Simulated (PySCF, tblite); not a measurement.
One entry of a table of gas-phase calculations, keyed by method. Lists by class give the value and the number of equivalent atoms.

```json
{
 "formula": "C3H10OPSi",
 "smiles": "[CH2][C@@H](C)O[SiH2]P",
 "charge": 0,
 "multiplicity": 2,
 "geometry_level": "GFN2-xTB",
 "atoms_angstrom": [
  ["C", -1.444, -1.165, 1.444],
  ["C", -1.126, -0.24, 0.346],
  ["C", -1.517, 1.2, 0.655],
  ["O", 0.293, -0.298, 0.131],
  ["Si", 1.108, -0.221, -1.252],
  ["P", 3.192, -0.478, -0.498],
  ["H", -1.411, -0.82, 2.459],
  ["H", -1.454, -2.222, 1.262],
  ["H", -1.609, -0.569, -0.585],
  ["H", -2.587, 1.262, 0.833],
  ["H", -0.986, 1.539, 1.541],
  ["H", -1.255, 1.844, -0.18],
  ["H", 0.861, 1.028, -1.991],
  ["H", 0.767, -1.32, -2.165],
  ["H", 3.744, -0.396, -1.762],
  ["H", 3.418, 0.864, -0.25]
 ],
 "electronic_structure_code": "PySCF",
 "results": {
  "GFN2-xTB geometry": {
   "point_group": "C1",
   "rotational_constants_GHz": [4.825, 1.022, 0.966]
  },
  "GFN2-xTB harmonic vibrations, gas phase": {
   "strongest_ir_bands_cm-1_km_per_mol_modes": [
    [739.1, 255.8, 1],
    [833.4, 202.5, 1],
    [993.3, 110.9, 1],
    [2156.3, 300.6, 1],
    [2206.0, 133.9, 1],
    [2393.5, 167.6, 1]
   ],
   "zpe_kcal_per_mol": 72.6
  },
  "UKS B3LYP, pcH-1 on C H O P Si, non-relativistic, mean-field spin-orbit, GIAO": {
   "g_iso": 2.00244,
   "g_tensor": [2.00215, 2.00238, 2.00281],
   "s2": 0.753,
   "a_iso_by_class_MHz": [
    ["13C", 99.9, 1],
    ["17O", -85.0, 1],
    ["1H", -60.1, 2],
    ["1H", 25.2, 1],
    ["13C", -13.9, 1]
   ],
   "spin_populations_mulliken_by_atom": [1.08, -0.05, 0.0, 0.04, 0.01, 0.0, -0.04, -0.04, 0.01, 0.0, 0.0, 0.0, 0.0, 0.0, 0.0, 0.0]
  }
 }
}
```

With B = h/(8π²I), that is 505.379 GHz u Å² over I, the principal moments of inertia are 104.7, 494.6 and 523.2 u Å² (most abundant isotopes); the inertial defect Ic − Ia − Ib is -76.1 u Å² (zero for a rigid planar frame, negative otherwise). The zero-point energy, half the sum of the 42 harmonic wavenumbers, equals 25390 cm⁻¹ or 304 kJ/mol.

 In GFN2-xTB open shells enter through the occupations alone, without spin polarisation, so single modes can be far off. Hyperfine couplings depend on the geometry, which wasn't re-optimised at a DFT level. Couplings of like nuclei are plain means over topologically equivalent atoms, as if these changed places fast (by rotation of a methyl-like group, say); in this geometry the members of some sets differ.

Conformer computed: `[CH2:1][C@@H:2]([CH3:3])[O:4][SiH2:5][PH2:6]`: C1–C2–O4–Si5 143°, C2–O4–Si5–P6 -178°, H–P6–Si5–O4 180°, H–P6–Si5–O4 -87°.

One conformer stands for the species.
